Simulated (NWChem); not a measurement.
## Correlation energy of Sn (+1)

```
Sn
```
Charge +1, spin multiplicity 2.

All runs are NWChem calculations.

Basis set: def2-QZVP. Each correlation energy counts from its own Hartree-Fock reference.

Effective core potentials replace the inner electrons of Sn; spin-orbit coupling is left out. The correlated methods keep 4 core orbitals frozen. No SCF solution was tested for a lower state. Open-shell Hartree-Fock references start from PBE0 orbitals. Coupled-cluster values serve here as a point of comparison, not as the truth.

Task: Order these methods by the correlation energy they give, lowest first: UMP2, SCS-UMP2, CCSD on ROHF, CCSD[T] on ROHF.

Result: UMP2 (-457.3 mHa), CCSD[T] on ROHF (-439.4 mHa), CCSD on ROHF (-430.4 mHa), SCS-UMP2 (-402.2 mHa)
